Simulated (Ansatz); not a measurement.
A made-up structure of BSiH3SO, singlet:

```
atom    x (Å)    y (Å)    z (Å)
  O1  -1.0547   1.4891  -0.9986
  B2  -0.5251   0.3643  -0.4932
 Si3   0.6595  -0.6884   0.6218
  S4  -0.8547  -1.3703  -0.7814
  H5  -0.3261   1.2527  -1.1957
  H6   0.3863  -1.0319   2.0389
  H7   2.0499  -1.0512   0.2531
```

It is relaxed with PBE-D4/def2-SVP and then PBE0-D4/def2-TZVP (Ansatz 0.2.0). Atoms count as bonded within 1.22 times the sum of their covalent radii (H–H: 0.88 Å). The end point is not checked to be a true minimum.

Problem. Does its bonding change? (Judge from chemistry; the calculation decides.)

Solution. The calculation gives: Yes. Formed: none; broken: B2–H5.

Where it ends: The first stage lowers the energy by 4.21 eV in 11 steps. It ends as BSiH₃SO ([OH][B]1[SiH2][S]1):
```xyz
7
angstrom
O -0.9450 1.2756 -1.2259
B -0.4726 0.1881 -0.5971
Si 0.6854 -0.7982 0.6034
S -0.9333 -1.5399 -0.6443
H -0.4813 2.0823 -0.9891
H 0.4522 -0.9365 2.0620
H 2.0296 -1.3070 0.2359
```

Labels in which every atom is bracketed show which atoms are joined, not bond orders.

For scale, one of the runs: PBE0-D4/def2-TZVP relaxation, 154 basis functions, launched by `ansatz run in.yaml --threads 2 --pin off --events-out ev --progress --plain --max-ram 4352MiB`. The run took about 20 s on 2 CPU threads of an Arm Neoverse V2 (shared host).
